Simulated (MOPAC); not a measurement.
MOPAC input (PM3):

```
PM3 FORCE THERMO(298,298) PRECISE LET GEO-OK AUX(PRECISION=9) THREADS=1
HgO

Hg    0.00000000 1    0.00000000 1   -0.13572019 1
O     0.00000000 1   -0.00000000 1    1.70497619 1
```

Output:

```
 *******************************************************************************
 **                                                                           **
 **                              MOPAC v23.2.5                                **
 **                                                                           **
 *******************************************************************************
 ** MOPAC's Digital Object Identifier: https://doi.org/10.5281/zenodo.6511958 **
 **                                                                           **
 ** Please cite the open-source release paper for use of this MOPAC version:  **
 ** J. E. Moussa and J. J. P. Stewart (2026)                                  **
 ** MOPAC: An open-source semiempirical molecular orbital program             **
 ** J. Open Source Softw., 11(119), 8025, https://doi.org/10.21105/joss.08025 **
 *******************************************************************************

                              PM3 CALCULATION RESULTS

 *******************************************************************************
 *  PM3        - The PM3 Hamiltonian to be used
 *  GEO-OK     - OVERRIDE INTERATOMIC DISTANCE AND OTHER SAFETY CHECKS
 *  LET        - OVERRIDE SOME SAFETY CHECKS
 *  PRECISE    - TIGHTER CRITERIA TO BE USED
 *  FORCE      - FORCE CALCULATION SPECIFIED
 *  AUX        - OUTPUT AUXILIARY INFORMATION
 *  THERMO     - THERMODYNAMIC QUANTITIES TO BE CALCULATED
 *******************************************************************************
PM3 FORCE THERMO(298,298) PRECISE LET GEO-OK AUX(PRECISION=9) THREADS=1
 HgO

   ATOM   CHEMICAL          X               Y               Z
  NUMBER   SYMBOL      (ANGSTROMS)     (ANGSTROMS)     (ANGSTROMS)

     1      Hg          0.00000000  *   0.00000000  *  -0.13572019  *
     2       O          0.00000000  *  -0.00000000  *   1.70497619  *

          CARTESIAN COORDINATES

    NO.       ATOM           X           Y           Z

     1        Hg          0.0000      0.0000     -0.1357
     2         O          0.0000     -0.0000      1.7050

  O: (PM3): J. J. P. STEWART, J. COMP. CHEM. 10, 209 (1989).
 Hg: (PM3): J. J. P. STEWART, J. COMP. CHEM. 12, 320-341 (1991).

           Empirical Formula: O Hg  =     2 atoms

      MOLECULAR POINT GROUP   :   C*v

      RHF CALCULATION, NO. OF DOUBLY OCCUPIED LEVELS = 4

 ALL CONVERGERS ARE NOW FORCED ON
 SHIFT=10, PULAY ON, CAMP-KING ON
 AND ITERATION COUNTER RESET

          HEAT OF FORMATION =     123.344559 KCALS/MOLE

          CARTESIAN COORDINATE DERIVATIVES

   NUMBER  ATOM         X            Y            Z

     1      Hg     -0.021787     0.000000     0.000000
     2       O      0.021787     0.000000     0.000000

 DIPOLE           X         Y         Z       TOTAL
 POINT-CHG.    -7.033     0.000     0.000     7.033
 HYBRID         1.077    -0.000     0.000     1.077
 SUM           -5.956    -0.000     0.000     5.956

          GRADIENT NORM =   0.03081

          MOLECULAR WEIGHT =  216.59

          ROTATIONAL CONSTANTS IN CM(-1)

          A =    0.00000000   B =    0.33578122   C =    0.33578122

           PRINCIPAL MOMENTS OF INERTIA IN UNITS OF 10**(-40)*GRAM-CM**2

          A =        0.0000   B =       83.3660   C =       83.3660

          ORIENTATION OF MOLECULE IN FORCE CALCULATION

    NO.       ATOM         X         Y         Z

     1         Hg      -0.1360    0.0000    0.0000
     2          O       1.7047    0.0000   -0.0000

    FIRST DERIVATIVES WILL BE USED IN THE CALCULATION OF SECOND DERIVATIVES

    FOR POINT-GROUP C*v  THERE ARE  84 UNIQUE SYMMETRY FUNCTIONS.

 ALL CONVERGERS ARE NOW FORCED ON
 SHIFT=10, PULAY ON, CAMP-KING ON
 AND ITERATION COUNTER RESET

 ALL CONVERGERS ARE NOW FORCED ON
 SHIFT=10, PULAY ON, CAMP-KING ON
 AND ITERATION COUNTER RESET

 ALL CONVERGERS ARE NOW FORCED ON
 SHIFT=10, PULAY ON, CAMP-KING ON
 AND ITERATION COUNTER RESET

 ALL CONVERGERS ARE NOW FORCED ON
 SHIFT=10, PULAY ON, CAMP-KING ON
 AND ITERATION COUNTER RESET

 ALL CONVERGERS ARE NOW FORCED ON
 SHIFT=10, PULAY ON, CAMP-KING ON
 AND ITERATION COUNTER RESET

 ALL CONVERGERS ARE NOW FORCED ON
 SHIFT=10, PULAY ON, CAMP-KING ON
 AND ITERATION COUNTER RESET

 ALL CONVERGERS ARE NOW FORCED ON
 SHIFT=10, PULAY ON, CAMP-KING ON
 AND ITERATION COUNTER RESET

 ALL CONVERGERS ARE NOW FORCED ON
 SHIFT=10, PULAY ON, CAMP-KING ON
 AND ITERATION COUNTER RESET

 ALL CONVERGERS ARE NOW FORCED ON
 SHIFT=10, PULAY ON, CAMP-KING ON
 AND ITERATION COUNTER RESET

 ALL CONVERGERS ARE NOW FORCED ON
 SHIFT=10, PULAY ON, CAMP-KING ON
 AND ITERATION COUNTER RESET

 ALL CONVERGERS ARE NOW FORCED ON
 SHIFT=10, PULAY ON, CAMP-KING ON
 AND ITERATION COUNTER RESET

 ALL CONVERGERS ARE NOW FORCED ON
 SHIFT=10, PULAY ON, CAMP-KING ON
 AND ITERATION COUNTER RESET

 ALL CONVERGERS ARE NOW FORCED ON
 SHIFT=10, PULAY ON, CAMP-KING ON
 AND ITERATION COUNTER RESET

 ALL CONVERGERS ARE NOW FORCED ON
 SHIFT=10, PULAY ON, CAMP-KING ON
 AND ITERATION COUNTER RESET

 ALL CONVERGERS ARE NOW FORCED ON
 SHIFT=10, PULAY ON, CAMP-KING ON
 AND ITERATION COUNTER RESET

 ALL CONVERGERS ARE NOW FORCED ON
 SHIFT=10, PULAY ON, CAMP-KING ON
 AND ITERATION COUNTER RESET

 ALL CONVERGERS ARE NOW FORCED ON
 SHIFT=10, PULAY ON, CAMP-KING ON
 AND ITERATION COUNTER RESET

 ALL CONVERGERS ARE NOW FORCED ON
 SHIFT=10, PULAY ON, CAMP-KING ON
 AND ITERATION COUNTER RESET

 ALL CONVERGERS ARE NOW FORCED ON
 SHIFT=10, PULAY ON, CAMP-KING ON
 AND ITERATION COUNTER RESET

 ALL CONVERGERS ARE NOW FORCED ON
 SHIFT=10, PULAY ON, CAMP-KING ON
 AND ITERATION COUNTER RESET

 ALL CONVERGERS ARE NOW FORCED ON
 SHIFT=10, PULAY ON, CAMP-KING ON
 AND ITERATION COUNTER RESET

 ALL CONVERGERS ARE NOW FORCED ON
 SHIFT=10, PULAY ON, CAMP-KING ON
 AND ITERATION COUNTER RESET

 ALL CONVERGERS ARE NOW FORCED ON
 SHIFT=10, PULAY ON, CAMP-KING ON
 AND ITERATION COUNTER RESET

 ALL CONVERGERS ARE NOW FORCED ON
 SHIFT=10, PULAY ON, CAMP-KING ON
 AND ITERATION COUNTER RESET

 ALL CONVERGERS ARE NOW FORCED ON
 SHIFT=10, PULAY ON, CAMP-KING ON
 AND ITERATION COUNTER RESET

 ALL CONVERGERS ARE NOW FORCED ON
 SHIFT=10, PULAY ON, CAMP-KING ON
 AND ITERATION COUNTER RESET

 ALL CONVERGERS ARE NOW FORCED ON
 SHIFT=10, PULAY ON, CAMP-KING ON
 AND ITERATION COUNTER RESET

 ALL CONVERGERS ARE NOW FORCED ON
 SHIFT=10, PULAY ON, CAMP-KING ON
 AND ITERATION COUNTER RESET

 ALL CONVERGERS ARE NOW FORCED ON
 SHIFT=10, PULAY ON, CAMP-KING ON
 AND ITERATION COUNTER RESET

 ALL CONVERGERS ARE NOW FORCED ON
 SHIFT=10, PULAY ON, CAMP-KING ON
 AND ITERATION COUNTER RESET

(To convert to Hartree/Bohr^2, multiply by (10^(-21) x N x a0^2)/(4.184 x 627.51) =  0.0642)

           FORCE MATRIX IN MILLIDYNES/ANGSTROM

                 Hg  1       O  2
 ------------------------------
    Hg    1   6.394386
     O    2   6.394404   6.394422

          HEAT OF FORMATION =     123.344559 KCALS/MOLE

          ZERO POINT ENERGY       1.223 KCAL/MOL

           NORMAL COORDINATE ANALYSIS (Total motion = 1 Angstrom)

   Root No.       1

                 1 Sig

                 855.8

           1   -0.0739
           2    0.0000
           3    0.0000
           4    0.9261
           5    0.0000
           6   -0.0000

           MASS-WEIGHTED COORDINATE ANALYSIS (NORMAL COORDINATES)

   Root No.       1

                 1 Sig

                 855.8

           1   -0.2718
           2    0.0000
           3    0.0000
           4    0.9624
           5    0.0000
           6   -0.0000

          DESCRIPTION OF VIBRATIONS

 VIBRATION          1    1Sig        ATOM PAIR     ENERGY CONTRIBUTION    RADIAL
 FREQUENCY           855.83         Hg1 -- O 2        +100.0% (100.0%)    100.0%
 TRANSITION DIPOLE   1.8240
 TRAVEL (Ang.)       0.0729
 REDUCED MASS       14.8175
 EFFECTIVE MASS     22.5688
 FORCE CONSTANT      6.3944

      SYMMETRY NUMBER FOR POINT-GROUP C*v =  1

          SYSTEM IS A GROUND STATE

 HgO

          MOLECULE IS LINEAR

          THERE ARE  1 GENUINE VIBRATIONS IN THIS SYSTEM
          THIS THERMODYNAMICS CALCULATION IS LIMITED TO
          MOLECULES WHICH HAVE NO INTERNAL ROTATIONS

                    CALCULATED THERMODYNAMIC PROPERTIES
                                          *
   TEMP. (K)   PARTITION FUNCTION   H.O.F.    ENTHALPY  HEAT CAPACITY ENTROPY
                                   KCAL/MOL   CAL/MOLE    CAL/K/MOL  CAL/K/MOL

 298.00  VIB.     0.1016D+01                    39.9144     0.5625     0.1661
         ROT.     0.6168D+03                   592.1869     1.9872    14.7542
         INT.     0.6269D+03                   632.1012     2.5497    14.9203
         TRA.     0.3082D+28                  1480.4672     4.9680    42.0194
         TOT.                      123.345    2112.5684     7.5177    56.9397

   *: NOTE: HEATS OF FORMATION ARE RELATIVE TO THE
            ELEMENTS IN THEIR STANDARD STATE AT 298K
              (=  Standard Enthalpy of Formation).

            Hvib:  Zero-point energy is not included.
                   frequencies of less than zero cm-1 are not included.
            Hrot = (3/2)RT
            Htra = (3/2)RT + pV = (5/2)RT

            Heat capacity is Cp, not Cv

          For more information, see: HTTP://OpenMOPAC.net/Manual/thermochemistry.html

           FORCE CONSTANT IN CARTESIAN COORDINATES (Millidynes/A)

    ATOM   CHEMICAL       X               Y               Z
   NUMBER   SYMBOL  FORCE CONSTANT  FORCE CONSTANT  FORCE CONSTANT

      1      Hg        6.394404        0.000119        0.000119
      2       O        6.394404        0.000119        0.000119

 **********************
 *                    *
 * JOB ENDED NORMALLY *
 *                    *
 **********************

 == MOPAC DONE ==
```
